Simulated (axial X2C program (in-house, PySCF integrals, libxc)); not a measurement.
## Spin–orbit effects along a row: molecules with Ca, HF

Computed with an in-house relativistic program for diatomic molecules, spin-free (one-electron X2C) or two-component (2c: spin–orbit coupling with atomic mean-field Coulomb and Gaunt terms, which also bring small scalar terms), in Dyall basis sets with cores contracted in-house; open shells are unrestricted.

Basis sets: Ca dyall-cv3z, I dyall-cv3z, In dyall-cv3z, Sb dyall-cv3z, Sn dyall-cv3z, Te dyall-cv3z.

| molecule | spin-free state | Re (Å) | ωe (cm⁻¹) | De (eV) | 2c state | Re 2c (Å) | ωe 2c (cm⁻¹) | De 2c (eV) |
| --- | --- | --- | --- | --- | --- | --- | --- | --- |
| CaIn | M_S = 1/2, Λ = 1 | 3.378 | 120.8 | 0.26 | Ω = 1/2 | 3.440 | 102.1 | n/a |
| CaSn | M_S = 1, Λ = 0 | 3.135 | 169.6 | 1.10 | Ω = 1 | 3.138 | 168.6 | n/a |
| CaSb | M_S = 3/2, Λ = 0 | 3.178 | 174.9 | 0.53 | Ω = 3/2 | 3.165 | 174.5 | 0.54 |
| CaTe | ? | ? | ? | ? | ? | ? | ? | ? |
| CaI | M_S = 1/2, Λ = 0 | 2.912 | 228.2 | 2.76 | Ω = 1/2 | 2.915 | 227.3 | 2.46 |

**Question.** Estimate the 2c Re and ωe of CaTe as the mean of its neighbours in the table.

**Answer.** Re ≈ 3.040 Å, ωe ≈ 200.9 cm⁻¹. The HF runs give the row below, so the estimate misses by 0.314 Å and -83.9 cm⁻¹.

```csv
molecule,spin-free state,Re (Å),ωe (cm⁻¹),De (eV),2c state,Re 2c (Å),ωe 2c (cm⁻¹),De 2c (eV)
CaTe,"M_S = 0, Λ = 0",2.714,296.2,0.93,Ω = 0,2.726,284.8,n/a
```

Each entry is the lowest single determinant of a limited PBE0 search at one distance. De goes to single-determinant-based atoms at the same level (for ions the charge split of lowest energy) and is withheld (n/a) where an atom does not fit its ground term or J level. Main or longest-lived isotopes. One determinant is a doubtful description, or other states lie close, for CaIn, CaSn, CaSb; these need not be ground states, and all values refer to the states named. Some open-shell Ω = 0 determinants are out of reach, so the Ω given for CaSn need not be the lowest component. With several unpaired electrons the Ω given is that of one determinant, not necessarily of the lowest component. Where the atoms have a lower orbital projection than the molecule, De at mean-field level may be about a tenth of an eV too small.
